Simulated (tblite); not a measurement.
Species: C6H13OP.
Cartesian coordinates in Å at the GFN2-xTB level; atoms count from 1:
```
atom  x, y, z in Å
C1    -3.1443    1.2359   -0.5556
C2    -2.4633    0.1490    0.2676
C3    -1.1489   -0.3006   -0.3669
C4    -0.4578   -1.3805    0.4616
P5     1.1369   -1.9651   -0.3319
C6     2.1236   -0.7021    0.1728
O7     3.4284   -0.6614   -0.1870
C8     4.1662    0.4353    0.2928
H9    -3.3644    0.8722   -1.5568
H10   -2.5006    2.1089   -0.6429
H11   -4.0776    1.5418   -0.0888
H12   -3.1314   -0.7107    0.3591
H13   -2.2679    0.5239    1.2757
H14   -1.3427   -0.6865   -1.3706
H15   -0.4832    0.5605   -0.4706
H16   -1.1145   -2.2489    0.5465
H17   -0.2558   -1.0162    1.4715
H18    1.7713    0.1131    0.8016
H19    5.1883    0.2960   -0.0547
H20    4.1554    0.4734    1.3876
H21    3.7736    1.3791   -0.1020
```

Method: GFN2-xTB as coded in tblite; computed harmonic values from a numerical Hessian at the method's own geometry, unscaled. This tight-binding method is rough: wavenumbers can miss measured ones by several per cent, in bad cases by 10 to 20. One conformer, not necessarily the lowest.

Harmonic wavenumbers (cm⁻¹): 33.6, 52.4, 70.3, 107.1, 136.6, 141.4, 174.6, 233.8, 245.3, 279.5, 372.8, 394.9, 418.4, 715.4, 743.0, 758.1, 800.2, 907.2, 936.5, 958.6, 1034.3, 1061.6, 1068.5, 1096.6, 1114.3, 1123.9, 1145.2, 1204.2, 1212.0, 1222.1, 1263.7, 1280.9, 1306.0, 1335.0, 1362.7, 1407.7, 1415.6, 1461.3, 1467.6, 1473.5, 1494.2, 1498.5, 1503.8, 1506.9, 2921.3, 2937.7, 2945.9, 2952.1, 2957.6, 2964.5, 2973.2, 2975.2, 2980.6, 3028.8, 3031.8, 3034.0, 3038.8.

A = 3135, B = 621.6, C = 545.9 MHz; mass 132.070 u (most abundant isotopes); point group C1, symmetry number 1.

What is the zero-point energy?

Half the sum of the wavenumbers: 39141 cm⁻¹ = 111.91 kcal/mol.

Entropy at 298.15 K, 1 bar (ideal gas, RRHO, classical rotation)?

Translation 40.57, rotation 30.09, vibration 36.11: S = 106.8 cal/(mol K).

And Cp and H(298.15 K) − H(0)?

Cp = 39.61 cal/(mol K), of which vibrations give 31.66 (their classical limit is 57 R = 113.3); H(298.15 K) − H(0) = 7.63 kcal/mol without the zero-point energy, 5.26 from vibrations.

Blend soft modes into free rotors: weight 1/[1 + (100 cm⁻¹/ν̃)⁴] for the oscillator and the rest for a rotor with moment μB/(μ + B), μ = h/(8π²ν), B = 10⁻⁴⁴ kg m². What vibrational entropy results?

32.22 cal/(mol K) in place of 36.11, which changes −T·S at 298.15 K by +1.16 kcal/mol.

Which modes carry the vibrational entropy at 298.15 K?

33.6 cm⁻¹: 5.60; 52.4 cm⁻¹: 4.72; 70.3 cm⁻¹: 4.14; 107.1 cm⁻¹: 3.32; 136.6 cm⁻¹: 2.85; 141.4 cm⁻¹: 2.78 cal/(mol K); the other 51 give 12.68 together.

What must be added to the electronic energy to get the Gibbs energy at 298.15 K and 1 bar?

ZPE + [H(298.15 K) − H(0)] − T·S = 111.91 + 7.63 − 31.83 = 87.71 kcal/mol.

How do the functions run with temperature in this model?

| T (K) | S (cal/(mol K)) | Cp (cal/(mol K)) | H − H(0) (kcal/mol) | G − H(0) (kcal/mol) | ln q(vib) |
| --- | --- | --- | --- | --- | --- |
| 150 | 84.6 | 26.8 | 2.75 | -9.94 | 4.55 |
| 250 | 100.2 | 35.0 | 5.83 | -19.22 | 7.83 |
| 400 | 119.8 | 49.8 | 12.18 | -35.75 | 12.24 |
| 600 | 143.4 | 67.0 | 23.95 | -62.12 | 17.74 |
| 900 | 174.2 | 84.3 | 46.85 | -109.90 | 25.47 |

q(vib) and H(0) count from the zero-point level.

Hindered rotation and anharmonicity are outside this model. Other conformers, if any are populated, would add a mixing term that is left out. The structure is chiral; the term R ln 2 for an equal mix with its mirror image is left out.
